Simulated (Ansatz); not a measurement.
Relaxation of CH$_{4}$AlOSi (8 atoms, charge 1, multiplicity 1), to a largest force component of 0.015 eV/Å in at most 40 steps.

Method: Ansatz, RHF/def2-SVP.

```xyz
8
Properties=species:S:1:pos:R:3:forces:R:3
C -0.722 2.505 -0.699 0.81 -1.42 1.28
Si 0.030 1.079 -0.122 -0.41 2.42 -2.45
O 0.590 -0.198 0.871 -0.02 1.41 1.34
Al -0.081 -1.722 0.114 0.14 -2.28 0.28
H -0.397 2.895 -1.662 -0.18 0.33 -0.07
H 1.169 -0.002 1.630 -0.26 -0.69 -0.30
H -1.221 -1.639 -0.885 -0.36 0.40 -0.27
H 0.632 -2.918 0.752 0.28 -0.16 0.19
```

Q: Where does it end, and by what steps?

A: The forces met the threshold. The force dipped under the threshold on the way, but the program's further checks kept it going. Limits of this set-up: the dipole of an ion depends on the origin. After 21 steps the energy has fallen by 2.402 eV; H5 moved furthest, 1.59 Å. Parted: Si2–Al4.

```csv
step,energy less start (eV),largest force component (eV/Å),accepted
0,0.0000,2.453,yes
1,-0.6669,1.672,yes
2,-1.0876,1.381,yes
3,-1.3926,1.709,yes
4,-1.6612,1.598,yes
5,-1.8868,1.720,yes
6,-2.0729,1.126,yes
7,-2.2078,0.763,yes
8,-2.2755,0.749,yes
9,-2.3423,0.373,yes
10,-2.3680,0.183,yes
11,-2.3810,0.569,yes
12,-2.3926,0.221,yes
13,-2.3981,0.187,yes
14,-2.4010,0.023,yes
15,-2.4013,0.021,yes
16,-2.4015,0.065,yes
17,-2.4015,0.045,no
18,-2.4018,0.018,yes
19,-2.4018,0.008,yes
20,-2.4018,0.015,no
21,-2.4018,0.005,yes
```

```xyz
8
Properties=species:S:1:pos:R:3
C -0.093 2.448 -0.534
Si -0.496 0.905 -1.269
O 0.065 -0.145 0.148
Al 0.011 -1.992 0.305
H 0.080 3.481 -0.267
H 0.437 0.291 0.912
H -0.608 -2.601 -0.977
H 0.603 -2.388 1.683
```

Whether the end is a true minimum wasn't checked by a vibrational analysis.

Time of the run: 33 s on 1 CPU thread of a shared host.
